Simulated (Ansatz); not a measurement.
Stepwise reaction of `[SH][Sn]([SH])([Cl])[Cl]` with hydrogen sulfide, as a gas-phase model of exchange steps in deposition or etching. ΔE in kJ/mol; ΔG adds harmonic PBE0-D4 terms to CCSD(T)/CBS, at 1 bar.

Program: Ansatz. Geometries: PBE0-D4/def2-TZVP. ΔE: electronic, gas phase. CCSD(T)/CBS adds triple-zeta CCSD(T) − MP2 to the extrapolated MP2 energy (def2 sets, frozen cores). This one scheme is used for every species. DFT in def2-TZVPP. B3LYP here is the variant with VWN-RPA as its local correlation; programs differ in this. def2 core potentials past Kr. For Sn outer-core shells are correlated without core-valence functions, which leaves a few kJ/mol of doubt a bond. Each species was taken in one conformer, which may not be the lowest.

```tsv
step	reaction	PBE-D4	B3LYP-D4	ωB97M-V	CCSD(T)/CBS	ΔG(600 K)
1	`[SH][Sn]([SH])([Cl])[Cl]` + H₂S → `[SH][Sn]([SH])([SH])[Cl]` + HCl	19.1	23.4	24.7	21.8	18.3
2	`[SH][Sn]([SH])([SH])[Cl]` + H₂S → `[SH][Sn]([SH])([SH])[SH]` + HCl	22.9	27.8	28.7	25.8	29.7
```

Problem. By hand: ΔE of the 2 steps together at CCSD(T)/CBS.

Solution. (21.8) + (25.8) = 47.6 kJ/mol, or 23.8 kJ/mol a step.

In ΔE the steps differ by no more than 4.0 kJ/mol. All are uphill at CCSD(T)/CBS. ΔG lies between 18.3 and 29.7 kJ/mol a step. PBE-D4 differs from CCSD(T)/CBS by -2.9 to -2.7 kJ/mol a step. Isolated molecules leave out the surface, adducts and barriers. Largest T1 diagnostic: 0.012.
